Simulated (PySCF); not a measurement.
Species: C8H9B.
SMILES: `BC1=C[C@@H]2[C@@H]3C=C[C@H]1[C@H]23`

The closed-shell SCF was solved with PySCF and density fitting under several settings on one GFN2-xTB geometry (grid level 2 and gas phase unless stated).

| settings | basis functions | SCF cycles | E (Eh) | HOMO (eV) | LUMO (eV) | dipole (D) |
| --- | --- | --- | --- | --- | --- | --- |
| PBE0/pcSseg-1 | 198 | 14 | -334.5702 | -6.69 | -1.75 | 2.05 |
| PBE0/def2-SVPD | 252 | 14 | -334.3902 | -6.69 | -1.77 | 2.08 |
| B3LYP/pcSseg-1 | 198 | 14 | -334.9837 | -6.47 | -1.92 | 2.07 |
| PBE0/6-31G | 99 | 14 | -334.5275 | -6.46 | -1.43 | 2.09 |

Problem. Estimate the row for these settings: OPBE/STO-3G.

Solution. 
```json
{"settings": "OPBE/STO-3G", "basis functions": "54", "SCF cycles": "14", "E (Eh)": "-330.9706", "HOMO (eV)": "-4.11", "LUMO (eV)": "-0.29", "dipole (D)": "1.91"}
```

Problem. Over all rows, what range does the HOMO–LUMO gap span?

Solution. From 3.82 eV (OPBE/STO-3G) to 5.03 eV (PBE0/6-31G). The functional of the narrowest has no exact exchange, that of the widest 25 % exact exchange.

Problem. And the dipole moment?

Solution. From 1.91 D (OPBE/STO-3G) to 2.09 D (PBE0/6-31G); the largest is 1.09 times the smallest, and the median is 2.07 D.

Problem. Compare two rows with the functional PBE0: PBE0/pcSseg-1 and PBE0/6-31G. Which energy is lower, and by how much?

Solution. PBE0/pcSseg-1 (198 functions) lies 0.0427 Eh or 27 kcal/mol below PBE0/6-31G (99 functions).

Cycle counts include a coarse-grid stage where the run had one.

One conformer stands for the species.
